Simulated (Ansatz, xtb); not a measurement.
**Relative energy of two isomers of C4H6BNO2**

Structure X: `OB(O)c1ccc[nH]1`, a singlet. Structure Y: `OB(O)c1cc[nH]c1`, a singlet. Both are isolated molecules in the gas phase, relaxed with B3LYP-D3(BJ)/def2-SVP; the shapes shown needn't be the lowest conformers.

X (Å):

```csv
atom,x (Å),y (Å),z (Å)
C,-1.2470,-1.0117,-0.4376
C,0.0693,-0.5517,-0.5238
C,0.6528,-0.6190,0.7671
C,-0.3201,-1.1205,1.6222
B,-2.3734,-1.1770,-1.4829
N,-1.4444,-1.3486,0.8880
O,-3.5741,-1.6695,-1.0469
O,-2.2406,-0.8618,-2.8084
H,-4.2179,-1.7393,-1.7638
H,-1.3671,-0.5221,-3.0339
H,0.5618,-0.2011,-1.4309
H,1.6651,-0.3361,1.0487
H,-0.2847,-1.3265,2.6900
H,-2.3206,-1.7148,1.2394
```

Y (Å):

```xyz
14

C     0.5571    0.3201    0.3264
C     0.6543    0.1739   -1.1001
C     1.9884    0.0800   -1.4310
C     1.8646    0.3073    0.8015
B    -0.7202    0.4636    1.1827
N     2.7129    0.1631   -0.2596
O    -1.9380    0.4540    0.5479
O    -0.5847    0.5950    2.5451
H    -2.7043    0.5466    1.1253
H    -1.4114    0.6808    3.0333
H    -0.1826    0.1432   -1.7947
H     2.4842   -0.0379   -2.3920
H     3.7217    0.1229   -0.1974
H     2.2371    0.3910    1.8202
```

Energies in hartree; the thermal terms are from GFN2-xTB frequencies at re-optimised GFN2-xTB minima (ideal gas, soft modes damped towards free rotors, one conformer each, 298.15 K, 1 atm) and include the zero-point energy:

|  | X | Y |
| --- | --- | --- |
| E, CCSD(T)/def2-SVP | −384.876622 | −384.866844 |
| E, MP2/def2-SVP | −384.797369 | −384.786645 |
| E, MP2/def2-TZVPP | −385.510732 | −385.501426 |
| zero-point energy | 0.103815 | 0.103104 |
| H(298 K) − E | 0.112205 | 0.111616 |
| G(298 K) − E | 0.071844 | 0.071037 |

Question: Correct the CCSD(T) difference for the basis set by the MP2 change, then work out ΔE, ΔE₀, ΔH and ΔG for X → Y in kcal/mol (1 Eh = 627.51 kcal/mol) and the equilibrium ratio [Y]/[X].

Answer: 1. Differences Y − X: CCSD(T) +0.009778, MP2 in the small set +0.010724, MP2 in the large set +0.009306 Eh.
2. ΔE = +0.009778 + (+0.009306 − (+0.010724)) = +0.008360 Eh = +5.25 kcal/mol.
3. ΔE₀ = ΔE + ΔZPE = +0.008360 + (−0.000711) Eh = +4.80 kcal/mol.
4. ΔH = ΔE + (−0.000589) Eh = +4.88 kcal/mol.
5. ΔG = ΔE + (−0.000807) Eh = +4.74 kcal/mol, so ΔS = (ΔH − ΔG)/T = +1.9 J/(mol K).
6. kT = 0.9442 mEh, so K = [Y]/[X] = exp(−ΔG/kT) = exp(−8.00) ≈ 3.4 × 10^−4.

Structure X is favoured at this temperature. An error of 1 kcal/mol in ΔG would change K by a factor of 5.4. Mirror images and further conformers aren't counted.

As drawn, both hold the same kinds of bond in the same numbers.

Other levels gave ΔE = +5.7 (GFN2-xTB); +6.5 (HF/STO-3G, GFN2-xTB geometries); +6.9 (r2SCAN-D4/def2-SVP, GFN2-xTB geometries); +6.6 (B3LYP-D3(BJ)/def2-SVP); +5.3 (HF/def2-SVP); +6.7 (MP2/def2-SVP); +6.1 (CCSD(T)/def2-SVP) kcal/mol. The correlated steps freeze 8 core orbitals. Programs: Ansatz 0.2.0, xtb 6.7.1.
